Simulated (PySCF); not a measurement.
V: interval between two levels

V [Ar] 3d3 4s2 [4F9/2, M_J = 9/2] → V [Ar] 3d2 4s2 4p1 [4G11/2, M_J = 11/2], as a difference of total energies. Calculation: PySCF 2.14, in x2c-TZVPall-2c with one added diffuse shell each of s, p, d type (7s8p5d1f, 63 functions); the two-component X2C-1e Hamiltonian. Correlated levels: [Ne] frozen; the 6 highest virtual spinors dropped. "Screened" scales the spin-orbit matrix elements by Boettger's factors to mimic the two-electron term; Breit and QED terms are absent.

```json
{"method": "GHF (spin-free)", "interval between two levels (cm⁻¹)": "42190"}
{"method": "GMP2 (spin-free)", "interval between two levels (cm⁻¹)": "44262"}
{"method": "GHF (screened spin-orbit)", "interval between two levels (cm⁻¹)": "42369"}
{"method": "GMP2 (screened spin-orbit)", "interval between two levels (cm⁻¹)": "44447"}
```

The labels give the starting determinants; with spin-orbit coupling the two ends relaxed to ⟨J²⟩ = 24.77, ⟨L²⟩ = 12.01, ⟨S²⟩ = 3.76 and ⟨J²⟩ = 35.89, ⟨L²⟩ = 20.10, ⟨S²⟩ = 3.79.
